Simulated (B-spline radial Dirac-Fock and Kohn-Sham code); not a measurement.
## Elastic electron scattering at 20 keV, Rh to Dy

Level of theory: relativistic (Dirac) partial waves in the static field of the Dirac-Fock atom with Furness-McCarthy exchange, without polarisation or absorption potentials; a radial atomic solver. σ_tr1 and σ_tr2 weight the cross section with 1 − P₁ and 1 − P₂ of cos θ; "backward" is the share scattered beyond 90°.

```
 Z  element  σ (a₀²)  σ_tr1 (a₀²)  σ_tr2 (a₀²)  backward (%)  dσ/dΩ at 90° (a₀²/sr)
45       Rh     1.44       0.0251       0.0541          0.29                0.00118
46       Pd     1.35       0.0260       0.0558          0.33                0.00123
47       Ag     1.42       0.0269       0.0575          0.33                0.00129
48       Cd     1.49       0.0279       0.0592          0.33                0.00134
49       In     1.59       0.0288       0.0609          0.32                0.00140
50       Sn     1.67       0.0298       0.0626          0.32                0.00145
51       Sb     1.74       0.0307       0.0644          0.32                0.00151
52       Te     1.79       0.0317       0.0661          0.33                0.00157
53        I     1.83       0.0327       0.0679          0.34                0.00163
54       Xe     1.87       0.0337       0.0696          0.35                0.00168
55       Cs     2.14       0.0347       0.0714          0.32                0.00174
56       Ba     2.36       0.0358       0.0733          0.30                0.00180
57       La     2.43       0.0368       0.0751          0.30                0.00185
58       Ce     2.40       0.0378       0.0767          0.32                0.00191
59       Pr     2.28       0.0388       0.0782          0.35                0.00197
60       Nd     2.25       0.0398       0.0798          0.37                0.00203
61       Pm     2.22       0.0408       0.0814          0.39                0.00208
62       Sm     2.18       0.0418       0.0829          0.41                0.00214
63       Eu     2.15       0.0428       0.0845          0.43                0.00220
64       Gd     2.20       0.0438       0.0861          0.44                0.00225
65       Tb     2.09       0.0448       0.0874          0.48                0.00231
66       Dy     2.05       0.0458       0.0889          0.50                0.00236
```

Values without a named source are computed, but for edge energies of neutral atoms, which are taken from tables.
